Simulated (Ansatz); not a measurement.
Computed with Ansatz (a quantum-chemistry and plane-wave program) with frozen-core CCSD(T)/cc-pVTZ // B3LYP-D3(BJ)/def2-TZVP.

Ansatz 0.2 input:
```yaml
crystal:
  periodic: [false, false, false]
  atoms:
    - { symbol: F, position_ang: [-1.003083, 1.324523, -0.148342] }
    - { symbol: Ge, position_ang: [-0.036839, -0.108382, 0.011317] }
    - { symbol: F, position_ang: [1.606023, 0.449275, -0.03719] }
    - { symbol: H, position_ang: [-0.27421, -0.97309, -1.22585] }
    - { symbol: H, position_ang: [-0.291892, -0.692326, 1.400063] }
basis:
  gaussian: { orbitals: cc-pVTZ }
correlation:
  method: ccsd_t
```

Output:

```
Functional definition: HF
807 factors; integrals over basis functions are off by at most 8.8e-4 eV
mean field evaluation 1: about -61919.4789 eV, gradient 3.9e1 eV
mean field evaluation 2: about -61919.5568 eV, gradient 3.9e1 eV
mean field evaluation 4: about -61922.2206 eV, gradient 1.9e0 eV
mean field evaluation 8: about -61922.2426 eV, gradient 8.6e-2 eV
mean field evaluation 16: about -61921.1265 eV, gradient 2.9e1 eV
mean field -61922.24259238 eV, -2275.6004428665 hartree, gradient 8.8e-7 eV, S^2 0.000000; 0 other end points of the search recorded, 0 dependent functions left out
11 core orbitals not correlated
reference -61922.24259238 eV, -2275.6004428665 hartree; 15, 15 occupied and 105, 105 virtual orbitals, 807 factors
second order -19.21185993 eV of doubles, -0.00000000 eV of singles
cycle   1  -18.86967257 eV  change    3.4e-1 eV  update   1.0e-1
cycle   2  -19.34313760 eV  change   -4.7e-1 eV  update   3.0e-2
cycle   3  -19.45148472 eV  change   -1.1e-1 eV  update   1.5e-2
cycle   4  -19.43527858 eV  change    1.6e-2 eV  update   3.0e-3
cycle   5  -19.43343663 eV  change    1.8e-3 eV  update   1.3e-3
cycle   6  -19.43443419 eV  change   -1.0e-3 eV  update   3.6e-4
cycle   7  -19.43432327 eV  change    1.1e-4 eV  update   1.4e-4
cycle   8  -19.43422641 eV  change    9.7e-5 eV  update   3.5e-5
cycle   9  -19.43423830 eV  change   -1.2e-5 eV  update   1.3e-5
perturbative correction -0.61437089 eV, -0.0225777139 hartree
Total energy: -61942.29120158 eV, -2276.3372156650 hartree
```

Cost: very roughly 26 core-seconds.
